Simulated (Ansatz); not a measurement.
`[Cl][Zr]([Cl])([Cl])[Cl]` + `C[NH][Hf]([F])([F])[F]` → `C[NH][Zr]([Cl])([Cl])[Cl]` + `[F][Hf]([F])([F])[Cl]` at 500 K and 1 bar (redistribution).

Isolated molecules relaxed with PBE0-D4/def2-TZVP in Ansatz; ΔE leaves out vibrations. CCSD(T)/CBS is the MP2 limit (def2-TZVPP, def2-QZVPP) plus CCSD(T) − MP2 in def2-TZVPP, frozen cores. def2 core potentials past Kr. For Hf, Zr outer-core shells are correlated without core-valence functions, which leaves a few kJ/mol of doubt a bond. Each species was taken in one conformer, which may not be the lowest.

```tsv
species	CCSD(T)/CBS energy (Eh)	H − E (kJ/mol)	S (J/(mol·K))
`[Cl][Zr]([Cl])([Cl])[Cl]`	-1886.41337	56.2	421.1
`C[NH][Hf]([F])([F])[F]`	-442.72332	209.8	481.9
`C[NH][Zr]([Cl])([Cl])[Cl]`	-1521.75679	207.6	508.9
`[F][Hf]([F])([F])[Cl]`	-807.38599	58.4	401.4
```

H − E and S are ideal-gas, rigid-rotor, harmonic terms from PBE0-D4/def2-TZVP, for one conformer and one mirror image of each species. 1 Eh = 2625.50 kJ/mol, R = 8.31446 J/(mol·K).

Task: By hand: ΔE, ΔH, ΔS and ΔG.

Result: ΔE = (-1521.75679) + (-807.38599) − (-1886.41337) − (-442.72332) = -0.00609 Eh = -16.0 kJ/mol. Δ(H − E) = 207.6 + 58.4 − 56.2 − 209.8 = 0.0, so ΔH = -16.0 kJ/mol. ΔS = 508.9 + 401.4 − 421.1 − 481.9 = 7.3 J/(mol·K). ΔG = -16.0 − 500 × (7.3)/1000 = -19.6 kJ/mol.

Task: By hand: the equilibrium constant, and the temperature at which ΔG would vanish if ΔH and ΔS stayed fixed.

Result: log₁₀ K = −ΔG/(RT ln 10) = 2.0. ΔH and −TΔS have one sign here, so there is no such temperature.

The number of gas molecules stays the same, so ΔS is small and ΔH decides. A doubt of 5 kJ/mol in ΔE shifts log₁₀ K by 0.5 here. Other conformers and mirror images would add mixing entropy, several J/(mol·K) or more a flexible species. Modes under 60 cm⁻¹, often nearly free rotors, make the harmonic entropy too high. These are equilibria of isolated gas molecules and say nothing of rates. Largest T1 diagnostic: 0.016 (customary marks: 0.02 for closed shells, 0.045 for open ones).

ΔS is within the doubt of such terms, so its sign, and with it that verdict, could turn.
